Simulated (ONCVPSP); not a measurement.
## chlorine (Cl): ONCV pseudisation with PBE, scalar-relativistic reference atom.

* Element: chlorine (Cl)
* Generator: ONCVPSP 4.0.1
* Type: optimised norm-conserving Vanderbilt (ONCV)
* Functional: PBE
* Relativity: scalar-relativistic
* Frozen core: [Ne]
* Valence charge: 7
* Reference configuration: 3s2 3p5
* Partial waves: 3s: rc 1.15 bohr, ncon 3, nbas 7, qcut 6.4 1/bohr, 2 projectors, debl 0.6 Ha; 3p: rc 1.55 bohr, ncon 4, nbas 7, qcut 5.1 1/bohr, 2 projectors, debl 3.4 Ha; d scattering state at 0.04 Ha: rc 1.20 bohr, ncon 4, nbas 7, qcut 8.9 1/bohr, 2 projectors, debl 1.3 Ha
* Local potential: polynomial inside 1.05 bohr (lpopt 5, dvloc0 6 Ha)
* Core correction: Teter function, fcfact 4.75, rcfact 1.7

In the s channel the program set the typed energies aside and used -0.760, 0.250 Ha.

All-electron outer shells of the reference configuration (PBE, scalar-relativistic, ld1.x):

```tsv
shell	level (eV)	outermost node (bohr)	outermost maximum (bohr)
2s	-252.70	0.12	0.36
2p	-191.63	–	0.30
3s	-20.69	0.55	1.29
3p	-8.59	0.53	1.43
```

Question: Estimate the cutoffs (Ha) at which the residual kinetic energy of the hardest occupied pseudo-wave falls to 1 and 0.1 mHa per electron.

Answer: 16 Ha and 28 Ha.

Question: What does a ghost test show?

Answer: No bound ghost flagged; no localised positive-energy state flagged.

Question: Tests: 3s2 3p4; 3s2 3p3; 3s2 3p2; 3s2 3p1. Which has the largest error in its energy relative to the reference configuration, and how large is it?

Answer: 3s2 3p1, with -70 meV (all-electron minus pseudo) on +129.87 eV.
